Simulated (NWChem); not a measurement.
System: AlN$_{2}$H$_{4}$F; SMILES [NH2][Al]([NH2])[F]

```xyz
8

Al     0.0000     0.0000     0.0224
F      0.0000     0.0000     1.6900
N     -1.5585     0.0000    -0.8030
H     -1.7019     0.0000    -1.8052
H     -2.4509     0.0000    -0.3239
N      1.5585     0.0000    -0.8030
H      1.7019     0.0000    -1.8052
H      2.4509     0.0000    -0.3239
```
Atoms are numbered in this order, from 1.

Program: NWChem. Geometry: optimised at PBE0/def2-SVP. Level MN15/def2-SVP: energy and gradient on several grids; changes count from the extra-fine grid, which is no exact limit either.

```json
[
 {"grid": "xcoarse", "size of the energy change (μHa)": "10000", "largest change of a gradient component (μHa/bohr)": "2000"},
 {"grid": "coarse", "size of the energy change (μHa)": "400", "largest change of a gradient component (μHa/bohr)": "2000"},
 {"grid": "medium", "size of the energy change (μHa)": "20", "largest change of a gradient component (μHa/bohr)": "200"},
 {"grid": "fine", "size of the energy change (μHa)": "< 10", "largest change of a gradient component (μHa/bohr)": "< 30"},
 {"grid": "xfine", "size of the energy change (μHa)": "< 10", "largest change of a gradient component (μHa/bohr)": "< 30"}
]
```
